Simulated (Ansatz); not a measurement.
Cost and result for the atomization energy of `[SiH3][NH][SnH3]` (10 atoms, 9 bonds).

```xyz
10

Si    0.240   -1.630   -0.046
N    -0.078   -0.087   -0.716
Sn   -0.238    1.664    0.290
H    -0.718   -2.667   -0.523
H     0.103   -1.487    1.430
H     1.610   -2.146   -0.335
H    -0.064    0.009   -1.721
H    -0.772    2.808   -0.857
H     1.283    2.105    0.933
H    -1.366    1.432    1.546
```

Charge 0, multiplicity 1. Correlated methods include outer-core shells of Sn, which these sets cover unevenly. Sn takes the def2 core potential. The geometry is a stationary point of PBE0-D4/def2-TZVP. Program: Ansatz. All runs use 2 threads of an Arm Neoverse V1 on a shared host. Times are those of one run each, without the atoms' runs, and a repeat can differ threefold. Electronic energies, without spin–orbit coupling; frozen cores. CCSD(T)/CBS adds CCSD(T) − MP2 in def2-TZVPP to the MP2 limit, and its time is that of the two runs behind it. T1 = 0.012. With those shells the extrapolation isn't a true limit. HSE06 is the plane-wave form, built on full-range PBE exchange.

CCSD(T)/CBS is a level of theory with its own doubt, some kJ/mol a heavy atom from the limit and from the frozen cores, so smaller differences don't rank the functionals.

```
                             level  functions  wall time
                BLYP-D4/def2-TZVPP        221      3.7 s
               BHLYP-D4/def2-TZVPP        221      4.9 s
               HSE06-D4/def2-TZVPP        221      5.5 s
           CAM-B3LYP-D4/def2-TZVPP        221      5.5 s
                  CCSD(T)/def2-SVP         93      6.5 s
r2SCAN-D4/def2-TZVPP (with forces)        221        8 s
             r2SCANh-D4/def2-TZVPP        221      8.5 s
                 B2PLYP/def2-TZVPP        221        9 s
                 B97M-V/def2-TZVPP        221       14 s
                ωB97X-V/def2-TZVPP        221       14 s
                    MP2/def2-QZVPP        419       29 s
                CCSD(T)/def2-TZVPP        221    3.2 min
                 CCSD(T)/CBS(def2)          –    3.7 min
```

Task: What atomization energy does each give, and how far from CCSD(T)/CBS? (Best estimate.)

Result: The calculation gave: 
```
                             level  atomization (kJ/mol)  difference from CCSD(T)/CBS  per bond
                BLYP-D4/def2-TZVPP                2761.6                        -46.4      -5.2
               BHLYP-D4/def2-TZVPP                2744.0                        -64.0      -7.1
               HSE06-D4/def2-TZVPP                2735.1                        -72.9      -8.1
           CAM-B3LYP-D4/def2-TZVPP                2807.0                         -1.0      -0.1
                  CCSD(T)/def2-SVP                2569.0                       -239.0     -26.6
r2SCAN-D4/def2-TZVPP (with forces)                2762.2                        -45.8      -5.1
             r2SCANh-D4/def2-TZVPP                2750.8                        -57.2      -6.4
                 B2PLYP/def2-TZVPP                2743.7                        -64.3      -7.1
                 B97M-V/def2-TZVPP                2821.4                         13.4       1.5
                ωB97X-V/def2-TZVPP                2820.2                         12.2       1.4
                    MP2/def2-QZVPP                2733.7                        -74.3      -8.3
                CCSD(T)/def2-TZVPP                2726.7                        -81.3      -9.0
                 CCSD(T)/CBS(def2)                2808.0                          0.0       0.0
```

At CCSD(T), def2-SVP lies −239.1 kJ/mol from the extrapolated value and def2-TZVPP −81.3 kJ/mol: correlation converges slowly with the basis, and small sets miss more of it in the bonded molecule than in its fragments. The D4 term adds +32.7 kJ/mol with B3LYP and +17.1 kJ/mol with PBE0; it sums over pairs of atoms, weighted by their polarisabilities, and B3LYP, whose exchange is more repulsive, gets the larger term. In def2-TZVPP, CCSD(T) changes the Hartree–Fock value by +741.5 kJ/mol (the triples alone add +31.1 kJ/mol) and MP2 by +699.1 kJ/mol; breaking electron pairs costs correlation energy, which Hartree–Fock lacks.

B3LYP here is the variant with VWN-RPA as its local correlation; programs differ in this.

Spin–orbit coupling would lower the free Sn atoms strongly, and the atomization energy with them, by more than many differences here. For some Ge, Se and Sn compounds the MP2-based and the directly extrapolated limit differ by 10 to 25 kJ/mol.
